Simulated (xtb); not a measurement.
C$_{2}$H$_{2}$F (SMILES [CH]=CF), doublet, at a GFN2-xTB geometry; xtb with GFN1-xTB with ALPB(ch2cl2).

Input for xtb:
```
$ xtb mol.xyz --gfn 1 --uhf 1 --alpb ch2cl2 --json

# file mol.xyz
5

C      0.03831317     0.37748676    -0.00198934
C      1.23935301    -0.08688495    -0.03729312
F     -1.07331666    -0.38169762     0.03330233
H     -0.24782299     1.43729641     0.00433304
H      2.24167587     0.25437132    -0.06835927
```

Q: Write the output that xtb gives for this input, abridged.

A: 
```
   ID    Z sym.   atoms
    1    6 C      1, 2
    2    9 F      3
    3    1 H      4, 5

           -------------------------------------------------
          |                Calculation Setup                |
           -------------------------------------------------

           -------------------------------------------------
          |                 G F N 1 - x T B                 |
           -------------------------------------------------

      * Solvation model:               ALPB
        Solvent                        ch2cl2
        Parameter file                 internal GFN1-xTB/ALPB
        Dielectric constant                8.9300E+00
        Reference state                gsolv [1 M gas/solution]
        Free energy shift                  3.3401E-03 Eh       2.0960E+00 kcal/mol
        Temperature                        2.9815E+02 K
        Density                            1.3300E+00 kg/L
        Solvent mass                       8.4930E+01 g/mol
        Interaction kernel             P16
        Born radius scaling (c1)           1.6568E+00
        Born radii integrator          GBOBC
        Born offset                        0.0000E+00 a0       0.0000E+00 AA
        H-bond correction              false
        Ion screening                  false
        Surface tension                    1.0000E-05 Eh       1.5569E+01 dyn/cm
        Grid points                               230 per atom

          ...................................................
          :                      SETUP                      :
          :.................................................:
          :  # basis functions                  16          :
          :  # atomic orbitals                  16          :
          :  # shells                           10          :
          :  # electrons                        17          :
          :  # halogen bonds                     0          :
          :  max. iterations                   250          :
          :  Hamiltonian                  GFN1-xTB          :
          :  restarted?                      false          :
          :  GBSA solvation                   true          :
          :  PC potential                    false          :
          :  electronic temp.          300.0000000     K    :
          :  accuracy                    1.0000000          :
          :  -> integral cutoff          0.2500000E+02      :
          :  -> integral neglect         0.1000000E-07      :
          :  -> SCF convergence          0.1000000E-05 Eh   :
          :  -> wf. convergence          0.2000000E-04 e    :
          :  Broyden damping             0.4000000          :
          :  net charge                          0          :
          :  unpaired electrons                  1          :
          ...................................................

 iter      E             dE          RMSdq      gap      omega  full diag
   1    -10.3947197 -0.103947E+02  0.824E+00    4.39       0.0  T
   2    -10.4129025 -0.181828E-01  0.487E+00    3.94       1.0  T
   3    -10.4126896  0.212985E-03  0.123E+00    4.09       1.0  T
   4    -10.4136684 -0.978867E-03  0.135E-01    3.98       1.0  T
   5    -10.4137159 -0.474732E-04  0.310E-02    4.00       1.4  T
   6    -10.4137179 -0.202137E-05  0.104E-02    3.99       4.3  T
   7    -10.4137183 -0.372033E-06  0.287E-03    4.00      15.6  T
   8    -10.4137183 -0.256798E-07  0.674E-05    3.99     663.2  T
   9    -10.4137183 -0.986056E-11  0.159E-05    3.99    2820.9  T

   *** convergence criteria satisfied after 9 iterations ***

         :::::::::::::::::::::::::::::::::::::::::::::::::::::
         ::                     SUMMARY                     ::
         :::::::::::::::::::::::::::::::::::::::::::::::::::::
         :: total energy             -10.307620566395 Eh    ::
         :: total w/o Gsasa/hb       -10.306532890987 Eh    ::
         :: gradient norm              0.011415350928 Eh/a0 ::
[...]
         :: -> electrostatic           0.019881258323 Eh    ::
         :: -> Gsolv                  -0.004538007550 Eh    ::
         ::    -> Gelec               -0.003450332142 Eh    ::
         ::    -> Gsasa               -0.004427805806 Eh    ::
         ::    -> Ghb                  0.000000000000 Eh    ::
         ::    -> Gshift               0.003340130398 Eh    ::
         :: repulsion energy           0.106846290952 Eh    ::
         :: dispersion energy         -0.000748540255 Eh    ::
         :: halogen bond corr.         0.000000000000 Eh    ::
         :: add. restraining           0.000000000000 Eh    ::
         :: total charge              -0.000000000000 e     ::
         :::::::::::::::::::::::::::::::::::::::::::::::::::::

           -------------------------------------------------
          |                Property Printout                |
           -------------------------------------------------

    * Orbital Energies and Occupations

         #    Occupation            Energy/Eh            Energy/eV
      -------------------------------------------------------------
         1        2.0000           -0.8655099             -23.5517
         2        2.0000           -0.6678577             -18.1733
         3        2.0000           -0.6202872             -16.8789
         4        2.0000           -0.5992894             -16.3075
         5        2.0000           -0.5789795             -15.7548
         6        2.0000           -0.5629552             -15.3188
         7        2.0000           -0.5184612             -14.1080
         8        2.0000           -0.4566140             -12.4251
         9        1.0000           -0.3877463             -10.5511 (HOMO)
        10                         -0.2409459              -6.5565 (LUMO)
        11                         -0.1133033              -3.0831
        12                         -0.0990270              -2.6947
        13                         -0.0004226              -0.0115
        14                          0.2762822               7.5180
        15                          0.3562663               9.6945
        16                          0.7637938              20.7839
      -------------------------------------------------------------
                  HL-Gap            0.1468004 Eh            3.9946 eV
             Fermi-level           -0.3682631 Eh          -10.0209 eV

  Mulliken/CM5 charges         n(s)   n(p)   n(d)
     1C     0.23025  0.19883   1.028  2.742  0.000
     2C    -0.11019 -0.16378   1.153  2.957  0.000
     3F    -0.26687 -0.29185   1.831  5.436  0.000
     4H     0.07156  0.12683   0.928  0.000  0.000
     5H     0.07525  0.12997   0.925  0.000  0.000

Wiberg/Mayer (AO) data.
largest (>0.10) Wiberg bond orders for each atom

 ---------------------------------------------------------------------------
     #   Z sym  total        # sym  WBO       # sym  WBO       # sym  WBO
 ---------------------------------------------------------------------------
     1   6 C    3.870 --     2 C    2.046     3 F    0.918     4 H    0.902
     2   6 C    3.213 --     1 C    2.046     5 H    0.984     3 F    0.111
     3   9 F    1.062 --     1 C    0.918     2 C    0.111
     4   1 H    1.000 --     1 C    0.902
     5   1 H    1.001 --     2 C    0.984
 ---------------------------------------------------------------------------

Topologies differ in total number of bonds
Writing topology from bond orders to xtbtopo.mol

 dipole moment from electron density (au)
     X       Y       Z
   0.5481   0.7674  -0.0183  total (Debye):    2.397

           -------------------------------------------------
          | TOTAL ENERGY              -10.307620566395 Eh   |
          | GRADIENT NORM               0.011415350928 Eh/α |
          | HOMO-LUMO GAP               3.994643198492 eV   |
           -------------------------------------------------

normal termination of xtb
```
